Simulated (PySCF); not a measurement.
C2H4ClGa, SMILES C=[CH][GaH][Cl].

The structure is a stationary point at TPSSh-D3(BJ)/def2-SVP. The values are those of a single conformer.

The numbers are results of B3LYP/def2-TZVP in PySCF, not measurements.

Symmetry labels are those of the subgroup Cs that the program uses (full group Cs).

Q: List the valence orbital energies around the gap with their symmetry. (An estimate is asked for; the answer gives what the named calculation found.)

A: 
| orbital | symmetry | energy (eV) |
|---|---|---|
| HOMO−7 | A' | -13.13 |
| HOMO−6 | A' | -12.20 |
| HOMO−5 | A' | -11.15 |
| HOMO−4 | A' | -9.32 |
| HOMO−3 | A' | -8.78 |
| HOMO−2 | A" | -8.74 |
| HOMO−1 | A" | -8.05 |
| HOMO | A' | -8.02 |
| LUMO | A" | -2.12 |
| LUMO+1 | A' | -0.07 |
| LUMO+2 | A" | 0.08 |
| LUMO+3 | A' | 0.93 |
